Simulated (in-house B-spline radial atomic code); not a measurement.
Values are calculated unless marked as measured or tabulated.
## Softness against transferability: the 5p channel of Sb

Sb, [Kr] 4d10 5s2 5p3, non-relativistic PBE, spherical and spin-unpolarised, from an all-electron radial atomic-structure program (B-spline basis) (atomic units). The all-electron 5p level is ε = -0.179989 hartree, its outermost node lies just inside 1.06 bohr and its outer maximum at 2.35 bohr.

Troullier-Martins pseudo-orbitals are made for several radii. The cutoffs (hartree) are the plane-wave energies beyond which the orbital holds less than the named kinetic energy per electron. The phase error is the difference, pseudo minus all-electron, of arctan(R P'/P) at R = 3.6 bohr for all radii, half a hartree below and above the level.

```
r_c (bohr)  V_l(0) (hartree)  cutoff for 10 mEh  for 1 mEh  for 0.1 mEh  phase error at ε − 0.5 (mrad)  at ε + 0.5 (mrad)
      1.77             -6.14               10.6       16.6         31.4                           -0.4               -8.1
      2.05             -0.11               1.69       5.92         13.7                           -0.3               -4.1
      2.36              0.44               1.77       6.06         12.7                           -0.2               -3.7
      2.66             -0.08               1.62       5.38         10.8                           -0.4               -5.7
      2.97             -0.52               1.48       4.38         6.34                           -0.7              -10.3
       3.3             -0.78               1.48       2.25         5.12                           -1.4              -17.8
```

Problem. Which radius needs the lowest cutoff for 0.1 mEh while both phase errors stay within 8.2 mrad?

Solution. The radii within that limit are 1.77, 2.05, 2.36, 2.66 bohr; of these r_c = 2.66 needs the least, 10.8 hartree, that is 21.6 Ry or 294 eV.

Problem. What does the larger radius buy, and what does it cost?

Solution. From r_c = 1.77 to 3.3 bohr the cutoff for 1 mEh goes from 16.6 to 2.25 hartree, a factor of 7.38, against 3.48 for a pure 1/r_c² scaling, end to end; step by step it is 16.6, 5.92, 6.06, 5.38, 4.38, 2.25, and for 0.1 mEh 31.4, 13.7, 12.7, 10.8, 6.34, 5.12; the number of plane waves goes as the cutoff to the power 3/2, here a factor of 20.0. The larger of the two phase errors is least at r_c = 2.36 bohr, 3.7 mrad; it is 8.1 at the smallest radius and 17.8 at the largest. These errors test the reference atom alone. The smallest radius lies well inside the outer maximum, where the nodeless form must bend sharply to keep the norm, so it is both harder and scatters less well than the next. Large radii also let the cores of neighbours overlap, which an atom doesn't show.
